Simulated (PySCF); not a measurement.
Broadened absorption spectrum of C5H12NP

Compound: C5H12NP.
SMILES: `C[C@@H]1CCP(N)C1`

Level of theory: TDDFT CAM-B3LYP/def2-SVPD, vertical, gas phase, core orbitals frozen in the response (PySCF). Geometry: GFN2-xTB, one conformer, isolated molecule.

Computed states:

```csv
state,E (eV),f
S1,5.32,0.033
S2,5.81,0.058
S3,5.96,0.020
S4,6.74,0.086
S5,6.89,0.0036
S6,7.00,0.014
S7,7.30,0.0075
S8,7.59,0.028
```

Each state is given a Gaussian of 0.25 eV full width at half maximum, with ε(max) = 2.175×10⁸ f / Δν̃ (Δν̃ the width in cm⁻¹). The cross-section is σ = 3.8235×10⁻²¹ ε cm², given in Mb (10⁻¹⁸ cm²). The width is an assumption, not a result. The curve ends short of the highest state used, and states not computed would add to its high-energy end.

**Question.** What does the envelope look like, and where are its maxima?

**Answer.** 
```json
{"λ (nm)": "177.3", "σ (Mb)": "8.83"}
{"λ (nm)": "179.0", "σ (Mb)": "13.35"}
{"λ (nm)": "180.8", "σ (Mb)": "22.47"}
{"λ (nm)": "182.5", "σ (Mb)": "32.58"}
{"λ (nm)": "184.2", "σ (Mb)": "36.04"}
{"λ (nm)": "185.9", "σ (Mb)": "29.12"}
{"λ (nm)": "187.6", "σ (Mb)": "17.17"}
{"λ (nm)": "189.3", "σ (Mb)": "7.48"}
{"λ (nm)": "191.0", "σ (Mb)": "2.44"}
{"λ (nm)": "192.7", "σ (Mb)": "0.61"}
{"λ (nm)": "194.4", "σ (Mb)": "0.12"}
{"λ (nm)": "196.1", "σ (Mb)": "0.04"}
{"λ (nm)": "197.8", "σ (Mb)": "0.13"}
{"λ (nm)": "199.5", "σ (Mb)": "0.51"}
{"λ (nm)": "201.2", "σ (Mb)": "1.49"}
{"λ (nm)": "202.9", "σ (Mb)": "3.52"}
{"λ (nm)": "204.7", "σ (Mb)": "7.07"}
{"λ (nm)": "206.4", "σ (Mb)": "11.63"}
{"λ (nm)": "208.1", "σ (Mb)": "16.96"}
{"λ (nm)": "209.8", "σ (Mb)": "22.28"}
{"λ (nm)": "211.5", "σ (Mb)": "26.17"}
{"λ (nm)": "213.2", "σ (Mb)": "27.00"}
{"λ (nm)": "214.9", "σ (Mb)": "24.06"}
{"λ (nm)": "216.6", "σ (Mb)": "18.34"}
{"λ (nm)": "218.3", "σ (Mb)": "11.95"}
{"λ (nm)": "220.0", "σ (Mb)": "6.77"}
{"λ (nm)": "221.7", "σ (Mb)": "3.65"}
{"λ (nm)": "223.4", "σ (Mb)": "2.59"}
{"λ (nm)": "225.1", "σ (Mb)": "3.30"}
{"λ (nm)": "226.8", "σ (Mb)": "5.39"}
{"λ (nm)": "228.6", "σ (Mb)": "8.51"}
{"λ (nm)": "230.3", "σ (Mb)": "11.43"}
{"λ (nm)": "232.0", "σ (Mb)": "13.33"}
{"λ (nm)": "233.7", "σ (Mb)": "13.57"}
{"λ (nm)": "235.4", "σ (Mb)": "12.11"}
{"λ (nm)": "237.1", "σ (Mb)": "9.53"}
{"λ (nm)": "238.8", "σ (Mb)": "6.65"}
{"λ (nm)": "240.5", "σ (Mb)": "4.13"}
{"λ (nm)": "242.2", "σ (Mb)": "2.30"}
{"λ (nm)": "243.9", "σ (Mb)": "1.15"}
{"λ (nm)": "245.6", "σ (Mb)": "0.52"}
{"λ (nm)": "247.3", "σ (Mb)": "0.21"}
{"λ (nm)": "249.0", "σ (Mb)": "0.08"}
{"λ (nm)": "250.7", "σ (Mb)": "0.03"}
```

Maxima: 233 nm (5.32 eV), ε about 3600, made up of S1 (100%); 213 nm (5.83 eV), ε about 7100, made up of S2 (86%) and S3 (14%); 184 nm (6.74 eV), ε about 9500, made up of S4 (97%) (ε in L mol⁻¹ cm⁻¹; maxima over ε = 5, shares over 10%).

**Question.** What would ε be at 6.74 eV, the highest of these maxima, with half the width (0.125 eV)?

**Answer.** About 18500 L mol⁻¹ cm⁻¹ against 9470, a factor of about 1.9; a lone state at its own centre would give exactly 2.

**Question.** Coming from long wavelengths, where does ε first pass 100 L mol⁻¹ cm⁻¹?

**Answer.** At about 246 nm (5.04 eV), 0.28 eV below S1.

**Question.** On this curve, what absorbance would a 10⁻⁴ mol/L sample give at 222 nm over a 1 cm path?

**Answer.** 222 nm is 5.585 eV, where ε is about 870 L mol⁻¹ cm⁻¹, so A = ε c l ≈ 0.087 (Beer–Lambert, with the gas-phase spectrum and the assumed width).

Cost: about 2.5 min of CPU time on one thread (with the writing of density and orbital grids); the machine was shared, so the figure is rough.
